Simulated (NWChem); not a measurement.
Species: CH7NSi2; SMILES C(/[SiH3])=N/[SiH3]

```xyz
11

Si     0.3805     1.8113    -0.2133
C     -1.0309     0.5702     0.2032
N     -0.9569    -0.6916     0.3045
Si     0.4011    -1.7832     0.1159
H      1.4632     1.7248     0.8127
H     -0.1908     3.1908    -0.2193
H      0.9573     1.5048    -1.5571
H     -2.0300     1.0306     0.3738
H      0.5560    -2.5192     1.4027
H      1.7037    -1.1148    -0.2242
H      0.0491    -2.7396    -0.9718
```
Atoms are numbered in this order, from 1.

Level: PBE0/def2-SVP (NWChem), optimised geometry, unscaled harmonic frequencies. 

### Question
List the harmonic frequencies with IR intensities, and the thermochemistry.

### Answer
```json
[
 {"frequency (cm⁻¹)": "76", "IR intensity (km/mol)": "0.0"},
 {"frequency (cm⁻¹)": "127", "IR intensity (km/mol)": "0.8"},
 {"frequency (cm⁻¹)": "128", "IR intensity (km/mol)": "0.1"},
 {"frequency (cm⁻¹)": "286", "IR intensity (km/mol)": "10.0"},
 {"frequency (cm⁻¹)": "294", "IR intensity (km/mol)": "3.8"},
 {"frequency (cm⁻¹)": "552", "IR intensity (km/mol)": "26.2"},
 {"frequency (cm⁻¹)": "558", "IR intensity (km/mol)": "7.8"},
 {"frequency (cm⁻¹)": "698", "IR intensity (km/mol)": "73.6"},
 {"frequency (cm⁻¹)": "717", "IR intensity (km/mol)": "78.0"},
 {"frequency (cm⁻¹)": "720", "IR intensity (km/mol)": "40.5"},
 {"frequency (cm⁻¹)": "740", "IR intensity (km/mol)": "52.2"},
 {"frequency (cm⁻¹)": "884", "IR intensity (km/mol)": "25.2"},
 {"frequency (cm⁻¹)": "894", "IR intensity (km/mol)": "251.8"},
 {"frequency (cm⁻¹)": "925", "IR intensity (km/mol)": "81.8"},
 {"frequency (cm⁻¹)": "934", "IR intensity (km/mol)": "27.8"},
 {"frequency (cm⁻¹)": "940", "IR intensity (km/mol)": "81.1"},
 {"frequency (cm⁻¹)": "949", "IR intensity (km/mol)": "24.4"},
 {"frequency (cm⁻¹)": "961", "IR intensity (km/mol)": "213.6"},
 {"frequency (cm⁻¹)": "1367", "IR intensity (km/mol)": "6.6"},
 {"frequency (cm⁻¹)": "1756", "IR intensity (km/mol)": "134.7"},
 {"frequency (cm⁻¹)": "2184", "IR intensity (km/mol)": "93.5"},
 {"frequency (cm⁻¹)": "2232", "IR intensity (km/mol)": "51.2"},
 {"frequency (cm⁻¹)": "2240", "IR intensity (km/mol)": "80.0"},
 {"frequency (cm⁻¹)": "2246", "IR intensity (km/mol)": "128.1"},
 {"frequency (cm⁻¹)": "2256", "IR intensity (km/mol)": "62.1"},
 {"frequency (cm⁻¹)": "2256", "IR intensity (km/mol)": "107.4"},
 {"frequency (cm⁻¹)": "2980", "IR intensity (km/mol)": "65.3"}
]
```

```json
{
  "zero_point_energy": "44.1 kcal/mol",
  "thermal correction to the enthalpy at 298.15 K (with zero-point energy)": "49.1 kcal/mol",
  "heat capacity Cv": "24.0 cal/(mol K)",
  "entropy at 298.15 K and 1 atm (symmetry number 1)": "81.9 cal/(mol K)",
  "dipole_moment": "1.08 D"
}
```

Rigid rotor and harmonic oscillator; modes under 100 cm⁻¹ make the entropy uncertain.
